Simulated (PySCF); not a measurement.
PySCF input (M06-2X/def2-TZVPD):

```python
from pyscf import gto, scf, dft

mol = gto.M(
    atom='''
    C     1.89197080   -0.33147804   -0.18909962
    Ge   -0.06508112   -0.06539161   -0.07450042
    O    -1.17119440   -0.89498806   -1.04345657
    O    -0.19311462    1.76404256   -0.28218598
    O    -0.36337384   -0.35229283    1.72412806
    H     2.24356298   -0.08245177   -1.19118382
    H     2.39090289    0.31481519    0.53497497
    H     2.13991369   -1.37082055    0.03020689
    H    -1.00339806    1.88128744   -0.79046181
    H    -1.21874759   -0.79552393    1.74719088
    ''',
    basis='def2-tzvpd',
    charge=-1,
    spin=0,
    verbose=4,
)

mf = dft.RKS(mol, xc='m062x').density_fit(auxbasis='def2-universal-jkfit')
mf.grids.level = 4
mf.conv_tol = 1e-9
mf.max_cycle = 100
mf.max_memory = 1500
mf.kernel()
if not mf.converged:
    mf = mf.newton()
    mf.kernel(mf.make_rdm1())
mf.analyze()
```

End of the output:

```
Extra cycle  E= -2343.94614858723  delta_E= -4.55e-11  |g|= 7.39e-06  |ddm|= 3.6e-05
converged SCF energy = -2343.94614858723
**** SCF Summaries ****
Total Energy =                       -2343.946148587228436
Nuclear Repulsion Energy =             410.385415727057648
One-electron Energy =                -4093.125314597759825
Two-electron Energy =                 1338.793750283473855
Two-electron Coulomb Energy =         1451.213947573139649
DFT Exchange-Correlation Energy =     -112.420197289665708
HOMO-LUMO gap [eV] =                     6.915255593230254
**** MO energy ****
MO #1   energy= -400.836046772924  occ= 2
MO #2   energy= -50.340852481549   occ= 2
MO #3   energy= -44.865626816329   occ= 2
MO #4   energy= -44.8655551464767  occ= 2
MO #5   energy= -44.8637433195797  occ= 2
MO #6   energy= -19.4335737728961  occ= 2
MO #7   energy= -19.4335545515573  occ= 2
MO #8   energy= -19.3511454981231  occ= 2
MO #9   energy= -10.3650214044829  occ= 2
MO #10  energy= -6.31256196064381  occ= 2
MO #11  energy= -4.47835807252332  occ= 2
MO #12  energy= -4.47792372848743  occ= 2
MO #13  energy= -4.47315593368847  occ= 2
MO #14  energy= -1.22211759544865  occ= 2
MO #15  energy= -1.21964176737379  occ= 2
MO #16  energy= -1.21691380242685  occ= 2
MO #17  energy= -1.21405535401625  occ= 2
MO #18  energy= -1.21303836173013  occ= 2
MO #19  energy= -0.91982062965383  occ= 2
MO #20  energy= -0.903088422696099 occ= 2
MO #21  energy= -0.773267651532983 occ= 2
MO #22  energy= -0.626788028948219 occ= 2
MO #23  energy= -0.41482057674552  occ= 2
MO #24  energy= -0.358966088526145 occ= 2
MO #25  energy= -0.320882196124713 occ= 2
MO #26  energy= -0.313661437766753 occ= 2
MO #27  energy= -0.305505376298045 occ= 2
MO #28  energy= -0.257523206905984 occ= 2
MO #29  energy= -0.253996690881991 occ= 2
MO #30  energy= -0.201600900830496 occ= 2
MO #31  energy= -0.199792256435202 occ= 2
MO #32  energy= -0.174701172869718 occ= 2
MO #33  energy= -0.124203321183058 occ= 2
MO #34  energy= -0.121221009889929 occ= 2
MO #35  energy= 0.132909947943223  occ= 0
MO #36  energy= 0.157066864616392  occ= 0
MO #37  energy= 0.161517758268228  occ= 0
MO #38  energy= 0.175363732605547  occ= 0
MO #39  energy= 0.197960066011864  occ= 0
MO #40  energy= 0.199707698586505  occ= 0
MO #41  energy= 0.205770949286343  occ= 0
MO #42  energy= 0.20657145583258   occ= 0
MO #43  energy= 0.223388455312787  occ= 0
MO #44  energy= 0.241396661402699  occ= 0
MO #45  energy= 0.25037474111166   occ= 0
MO #46  energy= 0.253183090075504  occ= 0
MO #47  energy= 0.265659938333204  occ= 0
MO #48  energy= 0.273028114604613  occ= 0
MO #49  energy= 0.278920373470801  occ= 0
MO #50  energy= 0.287239111463126  occ= 0
MO #51  energy= 0.293097896435173  occ= 0
MO #52  energy= 0.29767734824033   occ= 0
MO #53  energy= 0.29849974094755   occ= 0
MO #54  energy= 0.337814328670347  occ= 0
MO #55  energy= 0.33975756758002   occ= 0
MO #56  energy= 0.367525067237865  occ= 0
MO #57  energy= 0.37080146654095   occ= 0
MO #58  energy= 0.386357202345905  occ= 0
MO #59  energy= 0.391512719469474  occ= 0
MO #60  energy= 0.401443245753503  occ= 0
MO #61  energy= 0.409271399652613  occ= 0
MO #62  energy= 0.412347717578679  occ= 0
MO #63  energy= 0.416574314092672  occ= 0
MO #64  energy= 0.423304157996949  occ= 0
MO #65  energy= 0.425115376276063  occ= 0
MO #66  energy= 0.432602641762068  occ= 0
MO #67  energy= 0.451555620123108  occ= 0
MO #68  energy= 0.452457934312553  occ= 0
MO #69  energy= 0.455548695145339  occ= 0
MO #70  energy= 0.46013463909625   occ= 0
MO #71  energy= 0.470505080735022  occ= 0
MO #72  energy= 0.47658147216674   occ= 0
MO #73  energy= 0.493232238796952  occ= 0
MO #74  energy= 0.498623560617984  occ= 0
MO #75  energy= 0.50014292081519   occ= 0
MO #76  energy= 0.510595637428586  occ= 0
MO #77  energy= 0.527998064394645  occ= 0
MO #78  energy= 0.53708266630636   occ= 0
MO #79  energy= 0.541250130457289  occ= 0
MO #80  energy= 0.548485194963141  occ= 0
MO #81  energy= 0.586134930905412  occ= 0
MO #82  energy= 0.592096465913115  occ= 0
MO #83  energy= 0.601235367262505  occ= 0
MO #84  energy= 0.628443948570797  occ= 0
MO #85  energy= 0.631807506094696  occ= 0
MO #86  energy= 0.635017689562253  occ= 0
MO #87  energy= 0.654489562851742  occ= 0
MO #88  energy= 0.658696723775876  occ= 0
MO #89  energy= 0.667184846018255  occ= 0
MO #90  energy= 0.672123609232374  occ= 0
MO #91  energy= 0.680691286722752  occ= 0
MO #92  energy= 0.689916476551863  occ= 0
MO #93  energy= 0.711473313077586  occ= 0
MO #94  energy= 0.737139661084402  occ= 0
MO #95  energy= 0.740491636560322  occ= 0
MO #96  energy= 0.758828125852406  occ= 0
MO #97  energy= 0.769612544116887  occ= 0
MO #98  energy= 0.797168088290474  occ= 0
MO #99  energy= 0.801106289226881  occ= 0
MO #100 energy= 0.809601237369985  occ= 0
MO #101 energy= 0.827048206831617  occ= 0
MO #102 energy= 0.846359376419385  occ= 0
MO #103 energy= 0.852114195581775  occ= 0
MO #104 energy= 0.855123596863702  occ= 0
MO #105 energy= 0.879631217828354  occ= 0
MO #106 energy= 0.884694644720352  occ= 0
MO #107 energy= 0.887513892781381  occ= 0
[...]
```

It need not be the lowest isomer of its formula. Whether it binds its extra electron was not tested at this geometry.
